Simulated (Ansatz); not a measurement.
CH9AlSi2 (`C[SiH2][SiH2][AlH2]`). The species carries charge 0 and has multiplicity 1. Geometry: relaxed with PBE0-D4/def2-TZVP. It is one conformer, not always the lowest.

```xyz
13

C     0.853    0.165   -1.857
Si   -0.861    0.134   -1.090
Si   -0.756    0.676    1.189
Al    0.565   -1.010    2.370
H     1.293    1.161   -1.771
H     0.808   -0.098   -2.916
H     1.520   -0.542   -1.358
H    -1.452   -1.229   -1.230
H    -1.761    1.080   -1.809
H    -0.098    2.015    1.293
H    -2.139    0.812    1.732
H    -0.093   -2.040    3.384
H     2.121   -1.124    2.063
```

Task: What is the dipole moment at r2SCAN/def2-TZVPP? (Estimate.)

Result: Ansatz gave: 0.77 D, with components (0.64, 0.11, -0.41) D in this frame, pointing from negative to positive charge.

Task: And with PBE, B3LYP, ωB97M-V? (Best estimate.)

Result: Computed: PBE 0.77 D, B3LYP 0.69 D, ωB97M-V 0.69 D.

Task: Give the Mulliken charges with r2SCAN, B3LYP, PBE in def2-TZVPP. (Best estimate.)

Result: The calculation gave: 
| atom | r2SCAN | B3LYP | PBE |
| --- | --- | --- | --- |
| C1 | -0.29 | -0.38 | -0.36 |
| Si2 | 0.22 | 0.22 | 0.16 |
| Si3 | -0.02 | 0.01 | -0.03 |
| Al4 | 0.47 | 0.39 | 0.34 |
| H5 | 0.08 | 0.11 | 0.11 |
| H6 | 0.08 | 0.11 | 0.11 |
| H7 | 0.08 | 0.10 | 0.11 |
| H8 | -0.08 | -0.08 | -0.06 |
| H9 | -0.08 | -0.07 | -0.06 |
| H10 | -0.07 | -0.07 | -0.05 |
| H11 | -0.07 | -0.06 | -0.05 |
| H12 | -0.16 | -0.14 | -0.11 |
| H13 | -0.16 | -0.14 | -0.12 |

B3LYP here is the variant with VWN-RPA as its local correlation; programs differ in this.
